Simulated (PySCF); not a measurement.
# Orbital picture of SeS

PBE0 at R = 2.031 Å; basis Se def2-TZVPP, S def2-TZVPP; no relativity; PySCF 2.14. State: ³Σ⁻ (triplet), unpaired electrons π ↑↑. Only the outer orbitals are listed, counted within each symmetry.

```
spin  orbital  occ.  ε (eV)  on Se (%)           main shells (%)
   α      10σ     1  -22.58         47           48 S s, 42 Se s
   α      11σ     1  -17.62         53           48 Se s, 43 S s
   α      12σ     1  -10.75         48           46 S p, 42 Se p
   α       5π     1  -10.17         46           53 S p, 45 Se p
   α       5π     1  -10.17         46           53 S p, 45 Se p
   α       6π     1   -6.95         54           53 Se p, 45 S p
   α       6π     1   -6.95         54           53 Se p, 45 S p
   α      13σ     0   -0.55         59           55 Se p, 41 S p
   α      14σ     0    4.49         56   39 Se p, 24 S p, 18 S d
   α       7π     0    5.09         74  40 Se p, 34 Se d, 18 S d
   β      10σ     1  -21.76         48           46 S s, 41 Se s
   β      11σ     1  -16.06         52           48 Se s, 43 S s
   β      12σ     1  -10.17         47           46 S p, 40 Se p
   β       5π     1   -8.75         48           50 S p, 46 Se p
   β       5π     1   -8.75         48           50 S p, 46 Se p
   β       6π     0   -3.63         53           52 Se p, 46 S p
   β       6π     0   -3.63         53           52 Se p, 46 S p
   β      13σ     0   -0.05         60           55 Se p, 40 S p
```

Q: Which are the highest filled and the lowest empty level, where do they sit, and how wide is the gap?

A: Highest filled α 6π at -6.95 eV (in %: 53 Se p, 45 S p); lowest empty β 6π at -3.63 eV (in %: 52 Se p, 46 S p); the gap at PBE0 is 3.32 eV. Both belong to one degenerate shell, split only by its one-sided filling, so this is no excitation gap.

```json
{
  "bond order (Mayer)": "2.07",
  "⟨S²⟩": "2.010",
  "charge on Se (Mulliken, basis-dependent)": "0.08",
  "charge on Se (Löwdin, basis-dependent)": "-0.01",
  "dipole moment (positive dipole means Se(−)S(+))": "-0.58 D",
  "polarisability along the bond": "65.4 bohr³",
  "polarisability across the bond": "27.0 bohr³"
}
```

Spin–orbit coupling is left out. The state is the lowest determinant that a PBE0 search found; another state may lie lower at other levels.
